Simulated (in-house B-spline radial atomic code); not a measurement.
## PBEsol excitations of the iron ion Fe⁸⁺

Method: PBEsol. Computed with a B-spline radial code for spherical atoms: linear response of the closed shell [Ne] 3s2 3p6 with the functional's adiabatic kernel; scalar-relativistic (spin-free one-electron X2C), finite nucleus, no spin-orbit coupling, no double excitations, S, P, D and F terms only. Only terms of natural parity with L up to 3 were computed.

Command:
```bash
python run_td.py task.json out
```
Settings (radii: box in bohr, nucleus in fm):
```
Z                        26
electrons                18
configuration            [Ne] 3s2 3p6
hamiltonian              x2c
method                   pbesol
box_radius               11.59
rms_radius               3.7377
intervals                70
```

Cost of the run: 0.7 s on 1 thread of Arm Neoverse N1, with other jobs on the host.

The lowest states, in the order of their Tamm-Dancoff energies; the method's threshold (minus the highest occupied level) is 220.20 eV. Labels give the largest channel, * marks a mixed state, and oscillator strengths are full-response dipole values. Semilocal kernels can invert the small singlet-triplet splittings of Rydberg terms. Energies in eV:

| state | full response | Tamm-Dancoff | oscillator strength |
| --- | --- | --- | --- |
| 3p → 3d 3P | ? | ? | - |
| 3p → 3d 3F | 52.04 | 52.18 | - |
| 3p → 3d 1F | ? | ? | - |
| 3p → 3d 1P | 72.35 | 75.42 | 2.92 |
| 3s → 3d 3D | 88.53 | 88.59 | - |
| 3s → 3d 1D | 94.02 | 94.17 | - |
| 3p → 4s 3P | 115.00 | 115.01 | - |
| 3p → 4s 1P | 116.08 | 116.13 | 0.297 |
| 3p → 4p 3S | 125.64 | 125.67 | - |
| 3p → 4p 3D | 126.60 | 126.61 | - |

Problem. Where does 3p → 3d 1F lie?

Solution. At 56.62 eV in full response, 56.66 eV in Tamm-Dancoff.

Problem. Where does 3p → 3d 3P lie?

Solution. At 51.19 eV in full response, 51.35 eV in Tamm-Dancoff.

Problem. How large is the singlet-triplet splitting of 3p → 3d (F terms) in Tamm-Dancoff?

Solution. 4.48 eV, from the unrounded values.

Problem. What polarisabilities and dispersion coefficient does the method give?

Solution. Dipole 0.4938 bohr³, quadrupole 0.3078 bohr⁵, C6 0.5688 hartree·bohr⁶ for two such species.
